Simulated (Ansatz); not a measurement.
Two isomers of CH6GeS2: A = `[CH3][GeH2][S]S`, B = `S[CH](S)[GeH3]`.

Calculated with Ansatz (gas phase, PBE0-D4/def2-TZVP geometries, no zero-point term in ΔE). CCSD(T)/CBS is the MP2 limit (def2-TZVPP, def2-QZVPP) plus CCSD(T) − MP2 in def2-TZVPP, frozen cores. DFT in def2-TZVPP. B3LYP here is the variant with VWN-RPA as its local correlation; programs differ in this. For Ge outer-core shells are correlated without core-valence functions, which leaves a few kJ/mol of doubt a bond. Scalar relativity is left out up to krypton. One conformer a species, not always the lowest.

Question: Which isomer does CCSD(T)/CBS put lower? Give the gap. (An estimate is asked.)

Answer: Computed: A, by 29.0 kcal/mol.

Question: Give E(B) − E(A) in kcal/mol with HF/def2-TZVPP, MP2/def2-TZVPP, B3LYP-D4, PBE-D4, B2PLYP, LDA (SPW92), CCSD(T)/def2-SVP. (Estimate.)

Answer: The calculation gave: HF/def2-TZVPP 31.9, MP2/def2-TZVPP 28.8, B3LYP-D4 31.3, PBE-D4 31.0, B2PLYP 30.8, LDA (SPW92) 28.3, CCSD(T)/def2-SVP 24.2. None reverses the order clearly.

Question: Does the order hold for the free energy at 298.15 K (harmonic terms from PBE0-D4)? (An estimate is asked.)

Answer: The calculation gave: Yes: G(B) − G(A) = +26.7 kcal/mol, for one conformer each.

Largest T1 diagnostic: 0.012.

In def2-TZVPP, CCSD(T) changes the Hartree–Fock value by −3.2 kcal/mol (the triples alone add −0.3 kcal/mol) and MP2 by −3.2 kcal/mol. The D4 term adds −0.7 kcal/mol with B3LYP and −0.3 kcal/mol with PBE0; it sums over pairs of atoms, weighted by their polarisabilities, and B3LYP, whose exchange is more repulsive, gets the larger term.
